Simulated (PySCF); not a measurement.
Species: C2H6Cl2Se.
SMILES with atom numbers: `[CH3:1][Se:2]([CH3:3])([Cl:4])[Cl:5]` (hydrogens: H6, H7, H8 on C1; H9, H10, H11 on C3)

Method used: PySCF 2.14.0, PBE0-D3(BJ)/def2-SVP geometry optimisation, gas phase.

**Question.** List the bond lengths and angles at this level.

**Answer.** 
```tsv
bond	length (bohr)
C1–Se2	3.652
Se2–C3	3.780
Se2–Cl4	4.766
Se2–Cl5	4.163
C1–H6, C1–H7, C1–H8	2.073
C3–H9, C3–H10, C3–H11	2.077
```

Bonds in one row agree within 0.02 bohr and their mean is given. A selection of angles:
```tsv
angle	degrees
Se2–C1–H6	109.4
Se2–C1–H7	106.4
H6–C1–H7	111.4
H6–C1–H8	114.6
H7–C1–H8	109.4
C1–Se2–C3	92.6
C1–Se2–Cl4	83.1
C1–Se2–Cl5	105.2
C3–Se2–Cl4	169.8
C3–Se2–Cl5	87.4
Cl4–Se2–Cl5	84.8
Se2–C3–H9	106.0
Se2–C3–H10	107.7
Se2–C3–H11	112.2
H9–C3–H10	109.8
H9–C3–H11	110.8
```

Se2 (selenium bonded to 2 C and 2 Cl) is seesaw-shaped (angles from 83.1° to 169.8°). The 2 C–Se bonds span 1.932 Å (C1–Se2, drawn single) to 2.000 Å (Se2–C3, drawn single), a spread of 0.068 Å. The Cl–Se distances run from 2.203 Å (Se2–Cl5, drawn single) to 2.522 Å (Se2–Cl4, drawn single), a spread of 0.319 Å.

Point group: C1 (no symmetry element, even within 0.4 Å). Not checked by PBE0-D3(BJ)/def2-SVP frequencies.

Hardware: an Arm Neoverse V1 with one thread (shared host). Cost: 96 s, 0.54 GiB resident at most. This is the geometry optimisation.
